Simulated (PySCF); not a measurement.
**Ni⁺: ionisation energy**

Ni⁺ [Ar] 3d9 (2D) → Ni²⁺ [Ar] 3d8 (3F), as a difference of total energies. Computed with PySCF 2.14 in ANO-RCC-VTZP, with the spin-free X2C one-electron Hamiltonian (Gaussian nucleus). Correlated levels: valence: [Ar] frozen; valence and next inner shell: [Ne] frozen. The calculations carry no spin-orbit coupling.

| method | ionisation energy (eV) | plus first-order spin-orbit estimate | error of that sum (eV) |
| --- | --- | --- | --- |
| UHF | 15.068 | 15.014 | -3.155 |
| LDA | 19.818 | 19.764 | +1.595 |
| PBE | 19.082 | 19.028 | +0.859 |
| PBE0 | 18.322 | 18.268 | +0.099 |
| r2SCAN | 18.109 | 18.055 | -0.114 |
| HSE06 | 18.338 | 18.285 | +0.116 |
| wB97M-V | 18.286 | 18.233 | +0.064 |
| CAM-B3LYP | 18.710 | 18.657 | +0.488 |
| MP2 (valence) | 18.411 | 18.358 | +0.189 |
| SCS-MP2 (valence) | 18.095 | 18.041 | -0.128 |
| MP2 (valence and next inner shell) | 19.157 | 19.103 | +0.934 |
| SCS-MP2 (valence and next inner shell) | 18.648 | 18.594 | +0.425 |

Reference: 18.169 eV (measured; NIST Atomic Spectra Database, ionization energies).

A first-order spin-orbit estimate (lowest level to lowest level, LS coupling) adds -0.054 eV.

Errors of the correlated levels include the incompleteness of this basis and the frozen core.
